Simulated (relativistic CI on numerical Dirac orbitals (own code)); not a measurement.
# Pd+: resonant inelastic scattering at the L2,3 edge

Computed with this model: Dirac-Coulomb-Breit CI, orbitals from a KLI potential per configuration, model QED, valence Slater integrals scaled by 0.7, Kramers-Heisenberg scattering through one core-hole configuration in a parametric crystal field; configurations [Kr] 4d9 → [He] 2s2 2p5 3s2 3p6 3d10 4s2 4p6 4d10; 300 K; core-hole width 1.6 eV; summed over polarisations. Incident energies are the highest absorption maxima for each field (at most a few, so the weaker spin-orbit partner edge can be absent), on the computed scale of the free ion. Intensities are in per cent of the strongest line above 0.02 eV; levels within 1 cm⁻¹ are merged; final levels count from the ground level, the first row holds all elastic scattering, lines under 0.4 are left out and each table stops after 24 rows. The scale of the Slater integrals is a model choice and moves the terms in proportion.

Field parameters in Wybourne normalisation: D4h B²₀ = −7Ds, B⁴₀ = 21(Dq − Dt), B⁴₄ = 21√(5/14) Dq; Oh B⁴₀ = 21Dq, B⁴₄ = √(5/14) B⁴₀. The field is a parameter set, without covalency.

S is read from ⟨S²⟩ = S(S + 1).

Oh, 10Dq = 18750 cm⁻¹:

```csv
Final level (eV),Degeneracy,Irrep,S,3174 eV,3331.3 eV
0.000,4,Γ8,0.50,146.6,33.3
2.177,2,Γ7,0.50,100.0,0.0
2.440,4,Γ8,0.50,86.9,70.5
```

Oh, 10Dq = 9450 cm⁻¹:

| Final level (eV) | Degeneracy | Irrep | S | 3173.3 eV | 3330.7 eV |
| --- | --- | --- | --- | --- | --- |
| 0.000 | 4 | Γ8 | 0.50 | 157.5 | 19.5 |
| 1.039 | 2 | Γ7 | 0.50 | 100.0 | 0.0 |
| 1.317 | 4 | Γ8 | 0.50 | 76.0 | 56.8 |

D4h, 10Dq = 22200, Ds = -30, Dt = 130 cm⁻¹:

| Final level (eV) | Degeneracy | Irrep | S | 3174.2 eV | 3331.6 eV |
| --- | --- | --- | --- | --- | --- |
| 0.000 | 2 | Γ7 | 0.50 | 97.5 | 19.2 |
| 0.065 | 2 | Γ6 | 0.50 | 47.6 | 16.4 |
| 2.535 | 2 | Γ7 | 0.50 | 100.0 | 0.8 |
| 2.772 | 2 | Γ6 | 0.50 | 24.0 | 36.2 |
| 2.839 | 2 | Γ7 | 0.50 | 64.9 | 35.3 |

For the first field the strongest loss at the lowest incident energy is the level at 2.18 eV (S = 0.50, against 0.50 in the thermal ground state).
